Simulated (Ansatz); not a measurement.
`C=C[CH2][GeH3]` + H₂Te → `[GeH3][TeH]` + `C=CC` at 700 K and 1 bar (ligand exchange at a Ge–C bond).

Calculated with Ansatz (gas phase, PBE0-D4/def2-TZVP geometries, no zero-point term in ΔE). CCSD(T)/CBS is the MP2 limit (def2-TZVPP, def2-QZVPP) plus CCSD(T) − MP2 in def2-TZVPP, frozen cores. def2 core potentials past Kr. For Ge, Te outer-core shells are correlated without core-valence functions, which leaves a few kJ/mol of doubt a bond. Scalar relativity is left out up to krypton. Each species was taken in one conformer, which may not be the lowest.

```
         species  CCSD(T)/CBS energy (Eh)  H − E (kJ/mol)  S (J/(mol·K))
`C=C[CH2][GeH3]`              -2195.05349           322.8          451.9
            H₂Te               -268.91024            57.2          261.6
   `[GeH3][TeH]`              -2346.24724           128.8          384.0
          `C=CC`               -117.74610           260.0          340.6
```

H − E and S are ideal-gas, rigid-rotor, harmonic terms from PBE0-D4/def2-TZVP, for one conformer and one mirror image of each species. 1 Eh = 2625.50 kJ/mol, R = 8.31446 J/(mol·K).

Problem. By hand: ΔE, ΔH, ΔS and ΔG.

Solution. ΔE = (-2346.24724) + (-117.74610) − (-2195.05349) − (-268.91024) = -0.02961 Eh = -77.7 kJ/mol. Δ(H − E) = 128.8 + 260.0 − 322.8 − 57.2 = 8.8, so ΔH = -68.9 kJ/mol. ΔS = 384.0 + 340.6 − 451.9 − 261.6 = 11.1 J/(mol·K). ΔG = -68.9 − 700 × (11.1)/1000 = -76.7 kJ/mol.

Problem. By hand: the equilibrium constant, and the temperature at which ΔG would vanish if ΔH and ΔS stayed fixed.

Solution. log₁₀ K = −ΔG/(RT ln 10) = 5.7. ΔH and −TΔS have one sign here, so there is no such temperature.

The number of gas molecules stays the same, so ΔS is small and ΔH decides. A doubt of 5 kJ/mol in ΔE shifts log₁₀ K by 0.4 here. Other conformers and mirror images would add mixing entropy, several J/(mol·K) or more a flexible species. These are equilibria of isolated gas molecules and say nothing of rates. Largest T1 diagnostic: 0.011 (customary marks: 0.02 for closed shells, 0.045 for open ones).

ΔS is within the doubt of such terms, so its sign, and with it that verdict, could turn.
